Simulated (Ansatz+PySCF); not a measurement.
A calculation with Ansatz (development build ahead of 0.2.0).

```yaml
crystal:
  periodic: [false, false, false]
  atoms:
    - { symbol: H, position_ang: [0.01063, 0.04305, -0.35734] }
    - { symbol: H, position_ang: [-0.02807, -0.00065, 0.33907] }
basis:
  gaussian: { orbitals: def2-SVP }
hamiltonian:
  xc: hf
correlation:
  method: mp2
  frozen_orbitals: { H: 0 }
scf:
  omitted_lower_state_checks: [starts, atomic_configurations, cluster_reference, orbital_swaps, given_window_search, neighbouring_geometries, increment]
```

The input is written out in the form of the current development build from the run's settings.

Results

```yaml
Converged: yes
Reference_energy: -1.12709 hartree
Correlation_energy: -0.02593 hartree
Total_energy: -1.15302 hartree
Spin_squared_of_the_determinant: 0.000
Stability_test: minimum among restricted orbitals
```
